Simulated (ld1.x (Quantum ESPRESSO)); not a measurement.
Scattering properties, ultrasoft potential for Br (Z = 35)

ld1.x (Quantum ESPRESSO) 7.5 input, shortened:

```
&input
   title='Br', zed=35., rel=1, dft='PZ', iswitch=3,
   config='[Ar] 3d10 4s2 4p5'
 /
 &inputp
   pseudotype=3, tm=.true., lloc=-1, rcloc=0.85,
   nlcc=.true., rcore=0.35
 /
6
4S  1  0   2.00   0.00  1.40  1.60  0.0
4S  1  0   0.00   0.80  1.40  1.60  0.0
4P  2  1   5.00   0.00  1.70  2.10  0.0
4P  2  1   0.00  -0.30  1.70  2.10  0.0
3D  3  2  10.00   0.00  0.50  0.60  0.0
3D  3  2   0.00  -4.15  0.50  0.60  0.0
 &test
   configts(1)='3d10 4s2 4p5'
 /
```

The phase is arctan(r·u′/u) with u = r·R(r), unwrapped; energies in Ry, scanned from -7 to 5 Ry. A pole is an energy at which the radial function vanishes at the test radius. The pseudo phase is shifted by a multiple of π to meet the all-electron one at the reference energy, and phase errors are pseudo minus all-electron; the curves can meet again beyond the range given. Levels narrower than the energy grid can be missing from the lists of poles.

Question: For each channel, where are the poles, and over which energies does the pseudopotential scatter like the atom?

Answer:

| channel | radius (bohr) | reference energy (Ry) | poles, all-electron | poles, pseudo | unbroken range about the reference energy with phases within 0.05 rad | phase error 1 Ry above the reference energy (rad) |
| --- | --- | --- | --- | --- | --- | --- |
| s | 2.31 | -1.49 | -0.63 | -0.63 | the whole range | -0.000 |
| p | 2.31 | -0.59 | 0.79 | 0.79, 3.64 | below 2.8 | -0.000 |
| d | 2.31 | -4.92 | -4.92, 3.23 | -4.92, 3.22 | the whole range | +0.000 |

Note: ghost state, extra bound levels that the all-electron valence spectrum of the same l lacks: s at -265.6 eV. A true bound ghost makes a file unfit for plane-wave use.

Phases in the d channel:

| E (Ry) | all-electron | pseudo |
| --- | --- | --- |
| -7.00 | 1.408 | 1.408 |
| -6.48 | 1.401 | 1.401 |
| -5.96 | 1.393 | 1.393 |
| -5.44 | 1.383 | 1.383 |
| -4.92 | -1.538 | -1.539 |
| -4.40 | -1.770 | -1.770 |
| -3.88 | -1.785 | -1.785 |
| -3.36 | -1.801 | -1.801 |
| -2.84 | -1.821 | -1.821 |
| -2.32 | -1.846 | -1.846 |
| -1.80 | -1.879 | -1.879 |
| -1.28 | -1.926 | -1.927 |
| -0.76 | -2.001 | -2.001 |
| -0.24 | -2.133 | -2.134 |
| 0.28 | -2.428 | -2.429 |
| 0.80 | -3.199 | -3.204 |
| 1.32 | -4.071 | -4.074 |
| 1.84 | -4.423 | -4.426 |
| 2.36 | -4.579 | -4.580 |
| 2.88 | -4.668 | -4.670 |
| 3.40 | -4.731 | -4.732 |
| 3.92 | -4.783 | -4.785 |
| 4.44 | -4.834 | -4.835 |
| 4.96 | -4.890 | -4.893 |
